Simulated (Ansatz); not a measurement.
Geometry optimisation, Ansatz 0.2.0, RKS PBE/def2-SVP.

The input (input.yaml):

```yaml
crystal:
  periodic: [false, false, false]
  atoms:
    - { symbol: B, position_ang: [0.0, 0.0, 0.0] }
    - { symbol: O, position_ang: [0.0, 0.0, 1.76] }
    - { symbol: H, position_ang: [-0.9095, -0.2814, 2.0971] }
    - { symbol: Cl, position_ang: [1.6108, 0.0, -0.93] }
    - { symbol: H, position_ang: [-1.0305, 0.0, -0.595] }
    - { symbol: Br, position_ang: [0.4991, 2.1638, 0.7379] }
    - { symbol: H, position_ang: [0.2518, 1.0916, 1.7348] }
basis:
  gaussian: { orbitals: def2-SVP }
hamiltonian:
  xc: pbe
relax:
  f_tol: 0.15
  max_steps: 25
  restrain:
    - { distance: [0, 5], at: 2.04, k: 30.0 }
    - { distance: [6, 1], at: 1.01, k: 30.0 }
    - { distance: [0, 1], at: 2.61, k: 30.0 }
    - { distance: [6, 5], at: 2.75, k: 30.0 }
output:
  orbitals: {}
```

Launched with:

```bash
$ ansatz run input.yaml --threads 2 --pin off --max-ram 3072MiB --backend cpu --events-out ev --progress --plain --runs-dir out
```

**Question.** Where does it end, and by what steps?

**Answer.** The run converged. The restraints hold the end off the free minimum. After 7 steps the energy has fallen by 2.008 eV (the restraints' own energy left out); Br6 moved furthest, 0.69 Å. Parted: Br6–H7 (1.48 → 2.75 Å).

```json
{"step": "0", "energy less start (eV)": "0.0000", "largest force component (eV/Å)": "4.824", "accepted": "yes"}
{"step": "1", "energy less start (eV)": "-0.8176", "largest force component (eV/Å)": "2.923", "accepted": "yes"}
{"step": "2", "energy less start (eV)": "-1.1390", "largest force component (eV/Å)": "2.960", "accepted": "yes"}
{"step": "3", "energy less start (eV)": "-1.5606", "largest force component (eV/Å)": "2.118", "accepted": "yes"}
{"step": "4", "energy less start (eV)": "-1.9248", "largest force component (eV/Å)": "1.575", "accepted": "yes"}
{"step": "5", "energy less start (eV)": "-1.9712", "largest force component (eV/Å)": "1.333", "accepted": "yes"}
{"step": "6", "energy less start (eV)": "-1.9953", "largest force component (eV/Å)": "1.082", "accepted": "yes"}
{"step": "7", "energy less start (eV)": "-2.0081", "largest force component (eV/Å)": "0.863", "accepted": "yes"}
```

```xyz
7
Properties=species:S:1:pos:R:3
B 0.168 0.529 -0.386
O 0.020 -0.249 2.090
H -0.956 -0.253 2.134
Cl 1.612 -0.297 -0.903
H -0.936 0.081 -0.564
Br 0.282 2.460 0.160
H 0.233 0.702 2.274
```

Run time: 16 s on 2 threads of Arm Neoverse V1 (shared host), peak memory 0.14 GiB.
